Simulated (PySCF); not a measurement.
Job file and geometry (Å, from GFN2-xTB) of an NMR shielding run on `InChI=1S/C6H13OP/c1-4-6-5(2)8(6,3)7/h5-6H,4H2,1-3H3/t5-,6+,8+/m0/s1`, GIAO PBE0/pcSseg-1 NMR shielding, non-relativistic, gas phase (PySCF 2.14.0, density-fitted response routines); density fitting, a coarse starting grid and PySCF grid level 2 are the driver's defaults:

```
{"job": {"kind": "nmr", "xc": "PBE0", "basis": "pcSseg-1"}, "charge": 0, "multiplicity": 1}
C      2.266109     1.159273    -0.199498
C      1.441934    -0.116463    -0.333771
C      0.506333    -0.273124     0.837854
C     -0.747537    -1.218457     0.745117
C     -1.000188    -2.001843    -0.517428
P     -1.104168     0.542982     1.018678
C     -1.691602     1.440020    -0.461433
O     -1.585692     1.045962     2.313743
H      1.607359     2.024665    -0.147947
H      2.863135     1.133510     0.709071
H      2.935037     1.278114    -1.048728
H      0.883022    -0.085619    -1.269429
H      2.110872    -0.981355    -0.376226
H      1.036872    -0.374186     1.782694
H     -0.869447    -1.823346     1.641179
H     -1.022959    -1.362354    -1.395136
H     -0.219286    -2.749711    -0.657202
H     -1.956409    -2.517763    -0.452361
H     -1.234710     1.076586    -1.373752
H     -2.773605     1.328628    -0.506027
H     -1.453991     2.491422    -0.309869
```

Q: Write the output of this run.

A: 
```
coarse grid: 17288 points
cycle   1  E = -652.2368227164  dE =  1.111e+00  |g| = 9.395e-01  |ddm| = 4.111e+00
cycle   2  E = -651.6596429283  dE =  5.772e-01  |g| = 1.912e+00  |ddm| = 3.550e+00
cycle   3  E = -652.3992242824  dE = -7.396e-01  |g| = 2.767e-01  |ddm| = 2.941e+00
cycle   4  E = -652.4167126097  dE = -1.749e-02  |g| = 8.235e-02  |ddm| = 3.674e-01
cycle   5  E = -652.4182682709  dE = -1.556e-03  |g| = 2.340e-02  |ddm| = 9.461e-02
cycle   6  E = -652.4183991761  dE = -1.309e-04  |g| = 5.791e-03  |ddm| = 2.999e-02
cycle   7  E = -652.4184074566  dE = -8.280e-06  |g| = 1.158e-03  |ddm| = 7.298e-03
final grid: 160224 points
cycle   8  E = -652.4793333214  dE = -4.876e-05  |g| = 1.368e-02  |ddm| = 3.866e-02
cycle   9  E = -652.4792633803  dE =  6.994e-05  |g| = 2.282e-02  |ddm| = 3.495e-02
cycle  10  E = -652.4793734679  dE = -1.101e-04  |g| = 3.682e-03  |ddm| = 2.552e-02
cycle  11  E = -652.4793761352  dE = -2.667e-06  |g| = 2.139e-04  |ddm| = 3.259e-03
cycle  12  E = -652.4793761458  dE = -1.058e-08  |g| = 9.422e-05  |ddm| = 4.820e-04
cycle  13  E = -652.4793761479  dE = -2.056e-09  |g| = 3.166e-05  |ddm| = 1.374e-04
cycle  14  E = -652.4793761481  dE = -2.306e-10  |g| = 7.797e-06  |ddm| = 3.670e-05
converged SCF energy = -652.4793761481

GIAO shielding tensors (ppm)
atom      isotropic    diamagn.    paramagn.     s11        s22        s33       span
  0 C      168.501     246.920     -78.419    154.442    163.890    187.172     32.731
  1 C      165.195     247.655     -82.460    158.791    164.647    172.148     13.356
  2 C      151.210     260.451    -109.241    128.457    139.948    185.225     56.768
  3 C      160.356     261.804    -101.448    140.458    149.909    190.701     50.243
  4 C      175.559     246.920     -71.360    167.960    171.128    187.590     19.630
  5 P      381.375     965.468    -584.092    234.391    234.861    674.874    440.483
  6 C      178.480     257.611     -79.132    161.680    177.601    196.158     34.478
  7 O      267.122     393.381    -126.260    139.913    240.508    420.944    281.031
  8 H       30.835      31.104      -0.269     25.898     31.101     35.505      9.606
  9 H       30.461      29.633       0.829     26.392     28.208     36.783     10.391
 10 H       30.466      28.624       1.842     25.803     27.234     38.362     12.559
 11 H       30.952      33.896      -2.945     26.246     31.988     34.621      8.375
 12 H       29.954      31.604      -1.650     24.225     28.988     36.649     12.423
 13 H       29.700      35.045      -5.345     24.261     29.425     35.415     11.154
 14 H       29.621      33.482      -3.861     23.587     28.654     36.623     13.035
 15 H       31.259      31.865      -0.607     26.703     31.241     35.832      9.130
 16 H       30.379      30.162       0.217     25.261     28.117     37.760     12.500
 17 H       30.202      28.747       1.455     25.483     27.233     37.891     12.407
 18 H       31.093      33.800      -2.708     26.151     30.243     36.884     10.733
 19 H       29.795      28.841       0.954     25.567     27.351     36.467     10.900
 20 H       29.891      30.095      -0.204     25.841     27.750     36.082     10.241
```

Q: Turn these shieldings into chemical shifts. Referencing at the same level of theory: ¹³C (σref 186.93) and ¹H (σref 31.72) against TMS; ³¹P (σref 318.38) vs H3PO4; ¹⁷O (σref 336.08) against H2O.

A: Averaging equivalent atoms: C 2: 35.7; C 3: 26.6; C 1: 21.7; C 0: 18.4; C 4: 11.4; C 6: 8.4; P 5: -63.0; O 7: 69.0; H 14: 2.10; H 13: 2.02; H 12: 1.76; H 18/19/20: 1.46; H 8/9/10: 1.13; H 15/16/17: 1.10; H 11: 0.77 ppm. Experimental scales use liquid or dissolved standards, which lie at an offset from isolated H2O (liquid H2O: subtract about 36 ppm) and H3PO4.

Size and cost of the density-fitted run: 208 basis functions, 55 s wall time on 1 thread of an Arm Neoverse V1, shared host.
